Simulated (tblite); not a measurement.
C7H15PSi.
SMILES with atom numbers: `[CH3:1][C:2]#[C:3][Si:4]([PH2:5])([CH2:6][CH3:7])[CH2:8][CH3:9]` (hydrogens: H10, H11, H12 on C1; H13, H14 on P5; H15, H16 on C6; H17, H18, H19 on C7; H20, H21 on C8; H22, H23, H24 on C9)

Cartesian coordinates in Å at the GFN2-xTB level; atoms count from 1:
```xyz
24
C7H15PSi angstrom
C      3.7490   -0.6712   -0.0138
C      2.3263   -0.4181   -0.0176
C      1.1378   -0.2105   -0.0443
Si    -0.6877    0.1217    0.0146
P     -1.4378    0.4113    2.1318
C     -1.0478    1.7203   -0.9709
C     -0.4118    2.9462   -0.3329
C     -1.6026   -1.3728   -0.7510
C     -1.4686   -2.6274    0.0987
H      4.2501    0.0309    0.6525
H      3.9447   -1.6869    0.3298
H      4.1514   -0.5537   -1.0199
H     -0.4281    1.2857    2.4885
H     -0.7502   -0.6720    2.6474
H     -2.1262    1.8713   -1.0385
H     -0.6798    1.6116   -1.9911
H      0.6681    2.8283   -0.2738
H     -0.7944    3.0882    0.6769
H     -0.6292    3.8442   -0.9089
H     -1.2102   -1.5690   -1.7485
H     -2.6603   -1.1337   -0.8690
H     -2.0191   -3.4580   -0.3402
H     -0.4238   -2.9169    0.1888
H     -1.8616   -2.4499    1.0990
```

All values are computed: GFN2-xTB (tblite) harmonic vibrations without scaling, gas phase. The method is semi-empirical: single wavenumbers can be off by several per cent or more. Modes of hydrogen on phosphorus can be 10 to 20 % off. One conformer, not necessarily the lowest.

Harmonic wavenumbers (cm⁻¹): 25.3, 35.3, 36.4, 55.9, 59.8, 95.7, 105.7, 135.7, 161.7, 196.0, 214.8, 253.5, 254.9, 267.0, 316.2, 324.7, 354.7, 405.5, 545.3, 659.7, 663.6, 706.5, 713.7, 733.4, 752.1, 973.3, 981.5, 1014.5, 1014.7, 1015.8, 1022.4, 1078.1, 1085.0, 1097.0, 1156.8, 1238.5, 1245.7, 1283.9, 1285.2, 1381.7, 1416.0, 1417.2, 1447.3, 1447.6, 1475.8, 1478.2, 1509.5, 1510.4, 1510.9, 1511.6, 2303.5, 2307.4, 2386.3, 2972.3, 2976.6, 2988.2, 2992.2, 3002.7, 3003.0, 3009.0, 3009.4, 3011.1, 3015.6, 3016.6, 3030.2, 3031.4.

A = 1026, B = 781.7, C = 623.1 MHz; mass 158.068 u (most abundant isotopes); point group C1, symmetry number 1.

Question: What is the zero-point energy?

Answer: ½Σν̃ = 42864 cm⁻¹ = 512.77 kJ/mol.

Question: What is S at 273.15 K and 1 bar for an ideal gas of classical rigid rotors and harmonic oscillators?

Answer: Translation 170.18, rotation 127.96, vibration 217.95: S = 516.1 J/(mol K).

Question: And Cp and H(273.15 K) − H(0)?

Answer: Cp = 205.38 J/(mol K), of which vibrations give 172.12 (their classical limit is 66 R = 548.8); H(273.15 K) − H(0) = 36.90 kJ/mol without the zero-point energy, 27.82 from vibrations.

Question: What must be added to the electronic energy to get the Gibbs energy at 273.15 K and 1 bar?

Answer: ZPE + [H(273.15 K) − H(0)] − T·S = 512.77 + 36.90 − 140.97 = 408.70 kJ/mol.

Question: Blend soft modes into free rotors: weight 1/[1 + (100 cm⁻¹/ν̃)⁴] for the oscillator and the rest for a rotor with moment μB/(μ + B), μ = h/(8π²ν), B = 10⁻⁴⁴ kg m². What vibrational entropy results?

Answer: 187.65 J/(mol K) in place of 217.95, which changes −T·S at 273.15 K by +8.27 kJ/mol.

Question: How do the functions run with temperature in this model?

Answer: 
| T (K) | S (J/(mol K)) | Cp (J/(mol K)) | H − H(0) (kJ/mol) | G − H(0) (kJ/mol) | ln q(vib) |
| --- | --- | --- | --- | --- | --- |
| 150 | 411.3 | 149.6 | 15.02 | -46.66 | 7.96 |
| 250 | 498.4 | 194.9 | 32.27 | -92.32 | 12.91 |
| 298.15 | 534.6 | 216.8 | 42.18 | -117.20 | 15.07 |
| 400 | 604.7 | 262.0 | 66.59 | -175.28 | 19.32 |
| 600 | 725.7 | 336.1 | 126.77 | -308.62 | 26.86 |
| 900 | 877.6 | 412.9 | 239.97 | -549.87 | 36.86 |

q(vib) and H(0) count from the zero-point level.

Hindered rotation and anharmonicity are outside this model. Other conformers, if any are populated, would add a mixing term that is left out. The structure is chiral; the term R ln 2 for an equal mix with its mirror image is left out.
